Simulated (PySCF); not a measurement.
**A small calculation by hand: chemical shift, span and skew from a shielding tensor**

aniline (C₆H₇N), SMILES Nc1ccccc1. Atoms are numbered in the order given.

```xyz
14

N      2.3382    -0.0688     0.0000
C      0.9511    -0.0080     0.0000
C      0.2231    -0.0032     1.2153
C     -1.1769     0.0030     1.2088
C     -1.8923     0.0057     0.0000
C     -1.1769     0.0030    -1.2088
C      0.2231    -0.0032    -1.2153
H      2.8062     0.2428    -0.8513
H      2.8062     0.2428     0.8513
H      0.7704    -0.0076     2.1716
H     -1.7171     0.0080     2.1684
H     -2.9920     0.0120     0.0000
H     -1.7171     0.0080    -2.1684
H      0.7704    -0.0076    -2.1716
```

Geometry optimised at PBE-D3(BJ)/def2-SVP. The values are those of a single conformer.

GIAO shieldings from B3LYP/pcSseg-1 (PySCF), non-relativistic, no solvent. The symmetric part of the tensor of C4 has the principal values -72.3, 31.5, 164.6 ppm. The same nucleus in TMS has σ = 181.3 ppm at this level (PySCF, at its B3LYP-D3(BJ)/def2-TZVP geometry).

Q: Work out the isotropic shielding, the ¹³C shift against TMS, the span and the skew.

A: 
σ(iso) = (σ11 + σ22 + σ33)/3 = 41.3 ppm. δ = σ(ref) − σ(iso) = 181.3 − (41.3) = 140.0 ppm.
Span Ω = σ33 − σ11 = 236.9 ppm. Skew κ = 3(σ(iso) − σ22)/Ω = 0.12. Tumbling in solution averages the tensor to δ; in a static solid the shielding alone would spread this spin-1/2 line over Ω.
